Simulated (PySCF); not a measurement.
# Correlation energy of Cu²⁺ (copper, charge +2)

[Ar] 3d9, 2D determinant. Computed with PySCF 2.14 in x2c-TZVPPall, with the spin-free X2C one-electron Hamiltonian (Gaussian nucleus). Frozen: [Ne]; 17 electrons correlated.

MP2 pair energies summed by pair of shells (mhartree):

```tsv
pair	energy	share (%)
3d-3d	-323.31	49.8
3p-3d	-203.89	31.4
3p-3p	-48.55	7.5
3s-3d	-45.22	7.0
3s-3p	-24.02	3.7
3s-3s	-3.82	0.6
```

Total MP2 correlation energy: -648.80 mhartree.

Same-spin part -213.46 and opposite-spin part -435.34 mhartree; SCS-MP2 scales them by 1/3 and 6/5 to -593.57 mhartree.

This basis was not built for core-valence correlation, so the inner-shell part is incomplete.
